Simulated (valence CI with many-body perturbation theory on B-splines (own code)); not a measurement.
## Tl I: magnetic and hyperfine properties of the levels

Computed by valence CI with perturbative core correlation (CI+MBPT): three valence electrons over a frozen Dirac-Fock core [Xe] 4f14 5d10, radial functions for each j: 11 s, 11 p, 9 d, 7 f, 5 g, 2 h, 1 i, with the one-electron correlation potential Σ1 (screened to all orders), the two-electron term Σ2, the three-electron term Σ3, Breit, model QED; selected single and double excitations, second order for the rest (own B-spline code, finite nucleus).

Against 11 measured levels this calculation errs by 132 cm⁻¹ on average and by 211 at most. These come from a selection out of the NIST Handbook of Basic Atomic Spectroscopic Data. Levels without a partner in it may be off by more.

A/g_I is the dipole constant over the nuclear g factor μ/I (μ in nuclear magnetons, uniformly magnetised nucleus), B/Q the quadrupole constant per barn. Both hold the static response of the core; the bare values leave it out. Large factors of s and p1/2 electrons are usually good to 5 to 10 %; those of open d and f shells near neutrality can be off by tens of per cent, and small factors of p3/2, d and f electrons come from cancelling terms and can be off by a factor of two or in sign, in half-filled shells by more. B is blank for J = 1/2, where it vanishes, and for nearly pure S terms. Energies count from the lowest level.

```csv
Level,E (cm⁻¹),g,A/g_I (MHz),A/g_I bare,B/Q (MHz/b),B/Q bare
6s²6p ²P°_1/2,0.0,0.666,6330,5860,,
6s²6p ²P°_3/2,7969,1.334,41.5,-17.6,1090,845
6s²7s ²S_1/2,26563,2.002,3680,3390,,
6s²7p ²P°_1/2,34075,0.666,622,579,,
6s²7p ²P°_3/2,35074,1.334,94.1,77.3,154,121
6s²6d ²D_3/2,36043,0.800,-24.3,-24.1,41.6,19.6
6s²6d ²D_5/2,36117,1.201,75.4,69.1,55.4,25.8
6s²8s ²S_1/2,38568,2.002,1170,1070,,
6s²8p ²P°_1/2,41164,0.666,216,201,,
6s²8p ²P°_3/2,41530,1.334,42.4,35.5,56.8,44.7
6s²7d ²D_3/2,41878,0.800,-24.7,-23.3,22.1,12.0
6s²7d ²D_5/2,41912,1.201,60.5,55.3,29.0,15.7
5f6s² ²F°_7/2,42167,1.143,0.498,0.464,4.68,0.772
5f6s² ²F°_5/2,42168,0.857,0.576,0.545,4.00,0.658
6s²9s ²S_1/2,42988,2.002,503,462,,
6s²9p ²P°_1/2,44194,0.666,98.5,91.8,,
6s²9p ²P°_3/2,44372,1.334,20.4,17.2,26.3,20.8
```

(1) Take the isotope of mass number 203, with I = 1/2, μ = 1.616 μN. What is the hyperfine structure of 6s²8s ²S_1/2?

## Answers

(1) From the table A = 3780 MHz. Shifts from the centre of gravity in MHz: F = 0: -2840, F = 1: 945.
